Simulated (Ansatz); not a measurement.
`N[AsH][GaH2]` + CH₃NH₂ → `CN[AsH]N` + `[GaH3]` at 500 K and 1 bar (cleavage of the As–Ga bond).

Gas-phase electronic energies from Ansatz, PBE0-D4/def2-TZVP geometries. CBS: MP2 limit from def2 TZ/QZ plus the TZ coupled-cluster correction, frozen cores. For As, Ga outer-core shells are correlated without core-valence functions, which leaves a few kJ/mol of doubt a bond. Scalar relativity is left out up to krypton. Each species was taken in one conformer, which may not be the lowest.

```csv
species,CCSD(T)/CBS energy (Eh),H − E (kJ/mol),S (J/(mol·K))
`N[AsH][GaH2]`,-4216.64372,166.0,396.5
CH₃NH₂,-95.75281,191.8,270.3
`CN[AsH]N`,-2386.66395,276.6,401.1
`[GaH3]`,-1925.70545,69.3,243.1
```

H − E and S are ideal-gas, rigid-rotor, harmonic terms from PBE0-D4/def2-TZVP, for one conformer and one mirror image of each species. 1 Eh = 2625.50 kJ/mol, R = 8.31446 J/(mol·K).

Task: By hand: ΔE, ΔH, ΔS and ΔG.

Result: ΔE = (-2386.66395) + (-1925.70545) − (-4216.64372) − (-95.75281) = 0.02713 Eh = 71.2 kJ/mol. Δ(H − E) = 276.6 + 69.3 − 166.0 − 191.8 = -11.9, so ΔH = 59.3 kJ/mol. ΔS = 401.1 + 243.1 − 396.5 − 270.3 = -22.6 J/(mol·K). ΔG = 59.3 − 500 × (-22.6)/1000 = 70.6 kJ/mol.

Task: By hand: the equilibrium constant, and the temperature at which ΔG would vanish if ΔH and ΔS stayed fixed.

Result: log₁₀ K = −ΔG/(RT ln 10) = -7.4. ΔH and −TΔS have one sign here, so there is no such temperature.

ΔH outweighs TΔS. A doubt of 5 kJ/mol in ΔE shifts log₁₀ K by 0.5 here. Other conformers and mirror images would add mixing entropy, several J/(mol·K) or more a flexible species. These are equilibria of isolated gas molecules and say nothing of rates. Largest T1 diagnostic: 0.013 (customary marks: 0.02 for closed shells, 0.045 for open ones).
